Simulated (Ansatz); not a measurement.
A structure relaxed at PBE0-D4/def2-TZVP, charge 0, multiplicity 1:

```xyz
9

F     1.636    2.113    1.624
C     1.010    1.945    0.412
O     1.638    0.948   -0.366
Al    0.063    0.337    0.020
Si   -1.138   -1.750   -0.353
H     0.976    2.921   -0.075
H    -0.334   -2.681   -1.186
H    -1.427   -2.378    0.963
H    -2.424   -1.455   -1.039
```

Problem. Give its formula and SMILES.

Solution. CH4AlFOSi, `F[CH]1[O][Al]1[SiH3]`.

Problem. Summarise the bond lengths by kind.

Solution. 1 × C–F 1.374 Å; 1 × C–O 1.413 Å; 1 × Al–C 1.907 Å; 1 × C–H 1.091 Å; 1 × Al–O 1.733 Å; 1 × Al–Si 2.437 Å; 3 × H–Si 1.486 to 1.487 Å.

Program: Ansatz 0.2.0.
